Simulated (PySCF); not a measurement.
CH10O2Si3, SMILES OC[Si](O)([SiH3])[SiH3]. Geometry: PBE-D3(BJ)/def2-SVP. The structure was generated by enumeration, and PubChem lists no compound with its InChIKey, so it may never have been made. One conformer was computed; it need not be the lowest.

Computed equilibrium geometry at PBE-D3(BJ)/def2-SVP (PySCF confirms it by a frequency run) as bond lengths and angles (one conformer of several):
Atoms: O1 C2 Si3 O4 Si5 Si6 H7 H8 H9 H10 H11 H12 H13 H14 H15 H16. Bonds (Å): O1–C2 1.421, O1–H7 0.979, C2–Si3 1.912, C2–H8 1.120, C2–H9 1.110, Si3–O4 1.712, Si3–Si5 2.361, Si3–Si6 2.359, O4–H10 0.973, Si5–H11 1.508, Si5–H12 1.507, Si5–H13 1.508, Si6–H14 1.509, Si6–H15 1.505, Si6–H16 1.507. Bond angles (°): C2–O1–H7 105.6, O1–C2–Si3 107.8, O1–C2–H8 112.9, O1–C2–H9 108.4, Si3–C2–H8 109.7, Si3–C2–H9 111.4, H8–C2–H9 106.5, C2–Si3–O4 98.2, C2–Si3–Si5 114.5, C2–Si3–Si6 110.8, O4–Si3–Si5 112.0, O4–Si3–Si6 109.1, Si5–Si3–Si6 111.5, Si3–O4–H10 115.5, Si3–Si5–H11 109.7, Si3–Si5–H12 111.3, Si3–Si5–H13 110.8, H11–Si5–H12 108.6, H11–Si5–H13 108.0, H12–Si5–H13 108.3, Si3–Si6–H14 110.0, Si3–Si6–H15 110.6, Si3–Si6–H16 110.8, H14–Si6–H15 108.1, H14–Si6–H16 108.0, H15–Si6–H16 109.2.
Charge 0, spin multiplicity 1.
